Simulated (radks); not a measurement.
The numbers below are computed, except where a source is named.
The platinum ion Pt55+, configuration [Ar] 3d4 4s1 (not the ground configuration). Level of theory: Dirac Kohn-Sham, PW91, spin-unpolarised, spherical densities, finite nucleus; open shells fill j = l - 1/2 first; Fermi nuclear charge, rms radius 5.427 fm (a radial shooting solver on a logarithmic mesh with Libxc functionals).

Spin-orbit splittings of the eigenvalues, e(l+1/2) - e(l-1/2), with zeta = 2 splitting/(2l+1) and mean radii in bohr:

shell  occ.  splitting (eV)  zeta (eV)  <r> j=l-1/2  <r> j=l+1/2
2p        6            1747       1165      0.05874      0.06702
3p        6           431.3      287.5       0.1677       0.1809
3d        4           97.47      38.99       0.1557       0.1598
